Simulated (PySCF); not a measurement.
CH₅AlS, SMILES C[S][AlH2], B3LYP/def2-SVP optimised geometry.

```
8

Al    -0.27     1.26     0.00
H     -1.17     2.55     0.00
H      1.32     1.26     0.00
S     -1.32    -0.66     0.00
C      0.03    -1.92     0.00
H     -0.07    -2.54    -0.90
H     -0.08    -2.55     0.89
H      1.03    -1.46     0.01
```

Density from PySCF with B3LYP/def2-TZVP at that geometry.

Minimum of the electron density along straight lines between bonded atoms, close to the bond critical point (lines longer than 1.1 times the sum of covalent radii, or with two minima, are not listed):

| bond | length / Å | ρ at the minimum / e bohr⁻³ | ∇²ρ there / e bohr⁻⁵ | position (fraction from the first atom) |
|---|---|---|---|---|
| Al1–H2 | 1.580 | 0.084 | 0.20 | 0.51 |
| Al1–H3 | 1.584 | 0.083 | 0.20 | 0.50 |
| Al1–S4 | 2.183 | ___ | 0.21 | 0.37 |
| S4–C5 | 1.846 | ___ | ___ | 0.53 |
| C5–H6 | 1.099 | 0.277 | -0.95 | 0.65 |
| C5–H7 | 1.099 | 0.277 | -0.95 | 0.65 |
| C5–H8 | 1.099 | 0.277 | -0.95 | 0.65 |

Task: Some entries are withheld; supply them.

Result: 
- Al1–S4, ρ at the minimum / e bohr⁻³: 0.073
- S4–C5, ρ at the minimum / e bohr⁻³: 0.168
- S4–C5, ∇²ρ there / e bohr⁻⁵: -0.25
